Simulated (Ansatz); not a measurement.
Reactions of CH₂FNSSi, SMILES `F[SiH]1N=C1S`.

Program: Ansatz. Geometries: PBE0-D4/def2-TZVP. ΔE: electronic, gas phase. CCSD(T)/CBS adds triple-zeta CCSD(T) − MP2 to the extrapolated MP2 energy (def2 sets, frozen cores). This one scheme is used for every species, atoms too. Functionals use def2-TZVPP. No spin–orbit coupling; open shells (•) take unrestricted orbitals. Spin–orbit coupling would lower the free atoms: a little for C, F, S, Si. Each species was taken in one conformer, which may not be the lowest.

| reaction | CCSD(T)/def2-SVP (kcal/mol) | B97M-V (kcal/mol) | CCSD(T)/CBS(def2) (kcal/mol) |
| --- | --- | --- | --- |
| `F[SiH]1N=C1S` + H–F → `FC1=N[SiH]1F` + H₂S | 4.9 | 7.4 | 10.8 |
| `F[SiH]1N=C1S` + `N/C=C\F` → `SC1=N[SiH2]1` + `NC=C(F)F` | 41.3 | 49.6 | 51.5 |
| `F[SiH]1N=C1S` + H₂ → `SC1=N[SiH2]1` + H–F | 22.9 | 29.3 | 26.8 |
| `F[SiH]1N=C1S` → C• + F• + 2 H• + N• + S• + Si• | 567.6 | 634.2 | 626.4 |
| `F[SiH]1N=C1S` + H₂ → `F[SiH]1C=N1` + H₂S | -7.1 | -4.0 | -5.6 |
| `F[SiH]1N=C1S` → `FC1=N[SiH2]S1` | 2.6 | 6.0 | 6.6 |

Largest T1 diagnostic: 0.016, for `SC1=N[SiH2]1`.
